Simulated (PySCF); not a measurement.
## Heteronuclear NMR

Bonds (- single, = double, # triple, : aromatic): C1-C2, C2-Si3, Si3-C4, C4-C5, C5-Si6, Si6-C7, C7-C8, Si6-C1, C8-Si3. C1 carries H9, H10; C2 carries H11, H12; Si3 carries H13; C4 carries H14, H15; C5 carries H16, H17; Si6 carries H18; C7 carries H19, H20; C8 carries H21, H22.

Averaged over atoms made equivalent by symmetry, fast rotation or ring inversion, in vacuum, one computed conformer, non-relativistic. Shielding tensors at PBE0/pcSseg-1 (GIAO); structure optimised with PBE0-D3(BJ)/def2-SVP; PySCF 2.14.0 with density-fitted response routines.

Predict the 29Si NMR data.

Answers


```tsv
atoms	environment	σ (ppm)	δ (ppm)
Si3/Si6	silicon bonded to 3 C, H, in a 6-membered ring	379.9	-36.8
```

Shieldings were converted by a linear fit to measured shifts: 29Si (scatter 9.7 ppm rms, 23.4 ppm with the 5 outliers that the fit left out vs TMS, solution or neat liquid). Occasional misses reach two or three times the rms, and more in compound classes unlike the fitted ones.

On a 600 MHz spectrometer 29Si resonates near 119.2 MHz, so 1 ppm is 119.2 Hz.
